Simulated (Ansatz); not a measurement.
The lowest singlet and triplet of C2HN (SMILES [CH]C#N); geometries from B3LYP-D3(BJ)/def2-TZVP, each state relaxed from the structure named, with no frequency check, low spin by broken symmetry.
Singlet (charge 0, multiplicity 1):
```xyz
4

C     -1.17923     0.21017     0.29132
C      0.08480    -0.01922    -0.01818
N      1.21475    -0.12585    -0.36112
H     -1.93668    -0.26471     0.88901
```

A positive gap puts the triplet lower; no zero-point energy. U- takes an unrestricted singlet (broken symmetry where lower, unprojected). The triplet is unrestricted in single-reference levels. Active spaces average the two states.

Frozen-core correlation.

Programs: Ansatz (Gaussian orbitals). Values without a source in brackets are computed.

What is the computed gap E(singlet) − E(triplet), vertical, at the singlet's geometry (SA-CASSCF(6,6)/cc-pVQZ)?

0.93 eV

What is the computed gap E(singlet) − E(triplet), vertical, at the singlet's geometry (FIC-MRCISD+Q on SA-CASSCF(6,6)/cc-pVTZ)?

0.75 eV

Predict the gap E(singlet) − E(triplet), vertical, at the singlet's geometry from U-r2SCAN/def2-TZVPP (spin-contaminated).

0.34 eV

Ansatz is a program for electronic structure.
